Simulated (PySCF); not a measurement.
From computed data to an observable: refractive index and permittivity of the vapour

AlGeH₅O₂S, SMILES [OH][Al]([OH])[S][GeH3].

The structure is a stationary point at B3LYP-D3(BJ)/def2-SVP. The structure was generated by enumeration; whether it is a known compound was not checked. Other conformers were not sampled.

PBE/def2-TZVP in PySCF gives a mean static polarisability of 83.5 bohr³ and a dipole moment of 0.90 D. Take an ideal gas at 298.15 K and 1 bar, whether or not the substance is that volatile.

Question: Work out n − 1 in the optical limit and the static ε − 1.

Answer: 
Polarisability volume α' = 83.5 × 0.148185 = 12.37 Å³. Number density N = p/kT = 2.43e-5 Å⁻³.
Dilute limit of Lorentz–Lorenz: n − 1 = 2π N α' = 0.0019.
Orientation term of Debye: μ²/(3kT) = 8.098 Å³ × μ²(D²) = 6.56 Å³.
ε − 1 = 4π N (α' + μ²/3kT) = 0.0058. Orientation of the dipole supplies 35 % of the static response; it can't follow optical fields. Vibrational polarisation and dispersion are left out.
